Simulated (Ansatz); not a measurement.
Cost and result for the atomization energy of `[OH][GeH2][C]#C[SiH](O)F` (12 atoms, 11 bonds).

```xyz
12

O     3.243   -1.151   -0.237
Ge    1.840   -1.026   -1.316
C     0.380   -0.266   -0.344
C    -0.547    0.193    0.291
Si   -1.907    0.926    1.255
O    -2.584    2.168    0.457
F    -2.968   -0.235    1.504
H     3.050   -1.635    0.569
H     2.279   -0.085   -2.436
H     1.403   -2.410   -1.817
H    -1.465    1.431    2.562
H    -2.724    2.091   -0.488
```

Charge 0, multiplicity 1. Correlated methods include outer-core shells of Ge, which these sets cover unevenly. Scalar relativity is left out up to krypton. The structure was optimised at the PBE0-D4/def2-TZVP level. It is one conformer, not always the lowest. Program: Ansatz. All runs use 2 threads of an AMD EPYC 7R13 on a shared host and a share of an NVIDIA H100 80 GB. Times are those of one run each, without the atoms' runs, and a repeat can differ threefold. Electronic energies, without spin–orbit coupling; frozen cores. CCSD(T)/CBS adds CCSD(T) − MP2 in def2-TZVPP to the MP2 limit, and its time is that of the two runs behind it. T1 = 0.012. With those shells the extrapolation isn't a true limit. B3LYP takes the VWN-RPA correlation (the form of Gaussian; ORCA's B3LYP/G).

CCSD(T)/CBS is a level of theory with its own doubt, some kJ/mol a heavy atom from the limit and from the frozen cores, so smaller differences don't rank the functionals.

```csv
level,functions,wall time
PBE0-D4/def2-TZVPP,315,2.6 s
B2PLYP/def2-TZVPP,315,3 s
B3LYP-D4/def2-TZVPP (with forces),315,3.4 s
r2SCAN-D4/def2-TZVPP (with forces),315,3.5 s
PBE-D4/def2-TZVPP (with forces),315,3.5 s
ωB97M-V/def2-TZVPP (with forces),315,5.5 s
ωB97X-V/def2-TZVPP,315,7 s
MP2/def2-QZVPP,594,7 s
CCSD(T)/def2-TZVPP,315,9.5 s
CCSD(T)/CBS(def2),–,17 s
```

Question: What atomization energy does each give, and how far from CCSD(T)/CBS? (Estimate.)

Answer: The calculation gave: 
| level | atomization (kcal/mol) | difference from CCSD(T)/CBS | per bond |
| --- | --- | --- | --- |
| PBE0-D4/def2-TZVPP | 1125.2 | -16.9 | -1.5 |
| B2PLYP/def2-TZVPP | 1124.5 | -17.6 | -1.6 |
| B3LYP-D4/def2-TZVPP (with forces) | 1126.6 | -15.5 | -1.4 |
| r2SCAN-D4/def2-TZVPP (with forces) | 1137.3 | -4.8 | -0.4 |
| PBE-D4/def2-TZVPP (with forces) | 1153.4 | 11.3 | 1.0 |
| ωB97M-V/def2-TZVPP (with forces) | 1134.7 | -7.4 | -0.7 |
| ωB97X-V/def2-TZVPP | 1136.5 | -5.6 | -0.5 |
| MP2/def2-QZVPP | 1165.4 | 23.3 | 2.1 |
| CCSD(T)/def2-TZVPP | 1110.5 | -31.6 | -2.9 |
| CCSD(T)/CBS(def2) | 1142.1 | 0.0 | 0.0 |

From PBE to PBE0 (25 % exact exchange), in def2-TZVPP and without D4, the atomization energy moves by −27.2 kcal/mol: exact exchange takes away binding that semilocal exchange gives to molecules. In def2-TZVPP, CCSD(T) changes the Hartree–Fock value by +303.7 kcal/mol (the triples alone add +21.2 kcal/mol) and MP2 by +339.7 kcal/mol; breaking electron pairs costs correlation energy, which Hartree–Fock lacks. The D4 term adds +10.3 kcal/mol with B3LYP and +5.4 kcal/mol with PBE0; it sums over pairs of atoms, weighted by their polarisabilities, and B3LYP, whose exchange is more repulsive, gets the larger term.
